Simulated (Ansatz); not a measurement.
Geometry optimisation, RHF/STO-3G (Ansatz 0.2.0).

input.yaml

```yaml
crystal:
  periodic: [false, false, false]
  atoms:
    - { symbol: "N", position_ang: [2.6402, -1.3751, 0.1137] }
    - { symbol: C, position_ang: [1.7638, -0.5215, 0.0703] }
    - { symbol: "N", position_ang: [0.8033, 0.4349, 0.0024] }
    - { symbol: Si, position_ang: [-0.674, -0.2521, -0.0862] }
    - { symbol: O, position_ang: [-1.7346, 1.0488, -0.0255] }
    - { symbol: H, position_ang: [0.9106, 1.1759, -0.6991] }
    - { symbol: H, position_ang: [-0.8698, -0.9333, -1.382] }
    - { symbol: H, position_ang: [-0.9579, -1.109, 1.0797] }
    - { symbol: H, position_ang: [-1.7931, 1.4851, 0.9097] }
basis:
  gaussian: { orbitals: STO-3G }
hamiltonian:
  xc: hf
relax:
  f_tol: 0.02
  max_steps: 40
scf:
  lower_state_search: "off"
output:
  orbitals: {}
```

Command:

```bash
$ ansatz run input.yaml --threads 1 --pin off --max-ram 2048MiB --backend cpu --events-out ev --progress --plain --runs-dir out
```

Problem. Where does it end, and by what steps?

Solution. It converged. Limits of this set-up: minimal basis. After 20 steps the energy has fallen by 1.222 eV; N1 moved furthest, 1.26 Å. The start is strongly strained (largest force component 8 eV/Å).

```
step  energy less start (eV)  largest force component (eV/Å)  accepted
   0                  0.0000                           8.412       yes
   1                 -1.0058                           2.839       yes
   2                 -1.1473                           0.381       yes
   3                 -1.1606                           0.273       yes
   4                 -1.1698                           0.336       yes
   5                 -1.1718                           0.763       yes
   6                 -1.1884                           0.462       yes
   7                 -1.1955                           0.252       yes
   8                 -1.1977                           0.575       yes
   9                 -1.1991                           0.880       yes
  10                 -1.2088                           0.062       yes
  11                 -1.1955                           1.647        no
  12                 -1.2129                           0.078       yes
  13                 -1.2151                           0.390       yes
  14                 -1.2169                           0.294       yes
  15                 -1.2194                           0.179       yes
  16                 -1.2204                           0.215       yes
  17                 -1.2210                           0.094       yes
  18                 -1.2215                           0.048       yes
  19                 -1.2216                           0.024       yes
  20                 -1.2216                           0.005       yes
```

```xyz
9
Properties=species:S:1:pos:R:3
N 2.634 -0.549 1.068
C 1.799 -0.278 0.312
N 0.794 0.023 -0.567
Si -0.898 -0.254 -0.271
O -1.610 1.080 0.432
H 1.111 0.576 -1.361
H -1.526 -0.439 -1.532
H -0.974 -1.404 0.565
H -1.241 1.200 1.337
```

The run took 24 s on 1 thread of Arm Neoverse V2, on a shared host, peak memory 0.12 GiB.
